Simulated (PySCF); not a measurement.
C₃H₈AlF, SMILES [AlH]([CH](C)C)[F]. Atoms are numbered in the order given.

```xyz
13

Al    -0.3760     1.0866     0.1264
F      0.6616     2.0172    -0.8001
H     -1.3517     1.8873     1.0792
C     -0.3229    -0.8672    -0.0742
C     -0.7150    -1.5941     1.2242
C      1.0017    -1.3915    -0.6520
H     -1.1196    -1.0723    -0.8207
H     -0.7974    -2.6846     1.0656
H      0.0393    -1.4445     2.0165
H     -1.6822    -1.2483     1.6256
H      1.2622    -0.9047    -1.6051
H      0.9575    -2.4807    -0.8337
H      1.8422    -1.2166     0.0416
```
Charge 0, spin multiplicity 1.

Geometry: B3LYP-D3(BJ)/def2-SVP. The structure was generated by enumeration; whether it is a known compound was not checked. Other conformers were not sampled.

The numbers are results of PBE/pcSseg-1 (PySCF), not measurements.

GIAO shieldings, no solvent; atoms listed in one row are averaged. δ = σ(ref) − σ: ¹⁹F against CFCl3 (σ = 133.6 ppm); ¹H against TMS (σ = 31.49 ppm); ¹³C against TMS (σ = 182.0 ppm), references at their B3LYP-D3(BJ)/def2-TZVP geometries, non-relativistic.

Computed chemical shifts:
| nucleus | atoms | count | δ (ppm) |
|---|---|---|---|
| ¹⁹F | F2 | 1 | -139.9 |
| ¹H | H3 | 1 | 5.23 |
| ¹H | H8, H9, H10, H11, H12, H13 | 6 | 1.52 |
| ¹H | H7 | 1 | 0.72 |
| ¹³C | C6 | 1 | 22.3 |
| ¹³C | C4 | 1 | 21.4 |
| ¹³C | C5 | 1 | 21.2 |
